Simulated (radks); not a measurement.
The numbers below are computed, except where a source is named.
Q: Pm, configuration [Xe] 4f5 6s2. Level of theory: scalar-relativistic Kohn-Sham, PBE, spin-polarised, spherical densities, finite nucleus; open shells are filled with parallel spins first (spin-orbit coupling, left out, can overturn this in heavy ions); Fermi nuclear charge, rms radius 4.962 fm; hard spherical wall at 20 bohr (a radial shooting solver on a logarithmic mesh with Libxc functionals). Some entries of the table are withheld. Estimate them.

orbital,occ.,eigenvalue (Ry),<r> (bohr)
1s up,1,-3308.691,0.02318
1s down,1,-3308.691,0.02318
2s up,1,-537.9154,0.09896
2s down,1,-537.9143,0.09896
2p up,3,-480.3986,0.08711
2p down,3,-480.3979,0.08710
3s up,1,-117.2996,0.2606
3s down,1,-117.1949,0.2604
3p up,3,-99.23529,0.2589
3p down,3,-99.13113,0.2587
3d up,5,-74.45832,0.2363
3d down,5,-74.37807,0.2361
4s up,1,-23.39862,0.5931
4s down,1,-23.12407,0.5929
4p up,3,-17.47283,0.6281
4p down,3,-17.19708,0.6278
4d up,5,-9.10168,0.6886
4d down,5,-8.82480,0.6888
5s up,1,-3.13499,1.434
5s down,1,-2.96628,1.454
5p up,3,-1.71055,1.683
5p down,3,-1.58339,1.717
6s up,1,-0.26627,4.334
6s down,1,-0.25046,4.464
4f up,5,-0.23214,1.042
5d up,0,(1),3.217
5d down,0,(2),3.574
6p up,0,-0.09205,6.013
6p down,0,-0.08644,6.206
7s up,0,0.00111,(3)
7s down,0,0.00145,(4)
4f down,0,0.00276,1.226

A: 
(1) 5d up eigenvalue (Ry): -0.14700
(2) 5d down eigenvalue (Ry): -0.10888
(3) 7s up <r> (bohr): 10.64
(4) 7s down <r> (bohr): 10.77
